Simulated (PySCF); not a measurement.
C4H7F. Atoms are numbered in the order given.

```xyz
12

C      1.8914     0.5055    -0.0189
C      0.8842    -0.1046    -0.6625
C     -0.4237    -0.4817    -0.0206
C     -1.6213     0.2055    -0.6694
F     -0.4068    -0.1624     1.3377
H      1.8011     0.7531     1.0498
H      2.8269     0.7682    -0.5352
H      0.9703    -0.3604    -1.7337
H     -0.5527    -1.5896    -0.0927
H     -2.5600    -0.1033    -0.1694
H     -1.6923    -0.0590    -1.7433
H     -1.5155     1.3053    -0.5865
```

Geometry: PBE-D3(BJ)/def2-SVP. Other conformers were not sampled.

These are PBE0/pcSseg-1 in PySCF values and carry that method's errors.

GIAO shieldings, no solvent; atoms listed in one row are averaged. δ = σ(ref) − σ: ¹³C against TMS (σ = 186.3 ppm); ¹⁹F against CFCl3 (σ = 167.2 ppm); ¹H against TMS (σ = 31.56 ppm), references at their B3LYP-D3(BJ)/def2-TZVP geometries, non-relativistic.

Problem. Estimate the chemical shifts. (The exact figures need the calculation; the answer reports its results.)

Solution. 
```tsv
nucleus	atoms	count	δ (ppm)
¹³C	C2	1	150.9
¹³C	C1	1	125.0
¹³C	C3	1	94.9
¹³C	C4	1	27.1
¹⁹F	F5	1	-215.3
¹H	H8	1	6.41
¹H	H6	1	6.37
¹H	H7	1	6.01
¹H	H9	1	5.59
¹H	H10, H11, H12	3	1.87
```
